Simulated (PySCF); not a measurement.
Frontier orbitals and the lowest excitations

4-methylpyridine, C6H7N.
Geometry (PBE0-D3(BJ)/def2-SVP, Å), atoms numbered from 1 in this order:
```
atom  x, y, z in Å
C1     1.9586   -0.1200    0.1373
C2     0.4644   -0.0220    0.0787
C3    -0.1860    1.2055   -0.0816
C4    -1.5771    1.2377   -0.1590
N5    -2.3469    0.1549   -0.0874
C6    -1.7329   -1.0150    0.0679
C7    -0.3494   -1.1564    0.1566
H8     2.3763   -0.2482   -0.8752
H9     2.4061    0.7893    0.5633
H10    2.2829   -0.9826    0.7368
H11    0.3867    2.1346   -0.1430
H12   -2.0943    2.1967   -0.2829
H13   -2.3771   -1.9002    0.1292
H14    0.0909   -2.1483    0.2885
```

Theory: TDDFT CAM-B3LYP/def2-SVPD, vertical, gas phase, core orbitals frozen in the response (PySCF).

Frontier orbitals with the atoms that hold most of them (Löwdin shares over 4%, at most four atoms; ? is withheld):

```json
{"orbital": "LUMO+2", "ε (eV)": "1.29", "atoms": "C1 28%, C3 9%, C7 9%, H10 9%"}
{"orbital": "LUMO+1", "ε (eV)": "0.61", "atoms": "C4 18%, C6 18%, C7 18%, C3 17%"}
{"orbital": "LUMO", "ε (eV)": "0.36", "atoms": "?"}
{"orbital": "HOMO", "ε (eV)": "-8.77", "atoms": "?"}
{"orbital": "HOMO-1", "ε (eV)": "-8.80", "atoms": "C7 21%, C3 20%, C4 20%, C6 20%"}
{"orbital": "HOMO-2", "ε (eV)": "-9.19", "atoms": "C2 24%, N5 22%, C3 13%, C7 13%"}
{"orbital": "HOMO-3", "ε (eV)": "-11.52", "atoms": "C2 15%, C3 13%, C7 13%, C4 10%"}
```

(1) Which atoms hold the LUMO, and with what shares?

(2) Which atoms hold the HOMO, and with what shares?

(3) The HOMO–LUMO gap is 9.14 eV. Where does the response calculation put the lowest singlet, and from which orbitals?

(4) One configuration dominates each of S1 and S2. Which, and how do the shares of the two leading atoms of either orbital change from the occupied to the empty one?

Results:

(1) C2 (bonded to 3 C) 24%; N5 (bonded to 2 C) 21%; C6 (bonded to C, N and H) 11%; C4 (bonded to C, N and H) 11%. By element: carbon 45% or more, nitrogen 21%.

(2) N5 (bonded to 2 C) 59%; C6 (bonded to C, N and H) 11%; C4 (bonded to C, N and H) 11%; C7 (bonded to 2 C and H) 5%. By element: nitrogen 59%, carbon 26% or more.

(3) S1 is at 5.15 eV (f = 0.0047), 3.99 eV below the gap, made of HOMO→LUMO (97%). Without the coupling terms of the response equations the lowest excitation would equal the gap.

(4) 
- S1 (5.15 eV, f 0.0047), HOMO→LUMO (97%): N5 59% → 21%, C6 11% → 11%, C2 at most 5% → 24%
- S2 (5.38 eV, f 0.0000), HOMO→LUMO+1 (99%): N5 59% → at most 18%, C6 11% → 18%, C4 11% → 18%

The run took 2.2 min of wall time on an Arm Neoverse V2 with one thread, no GPU, shared host.
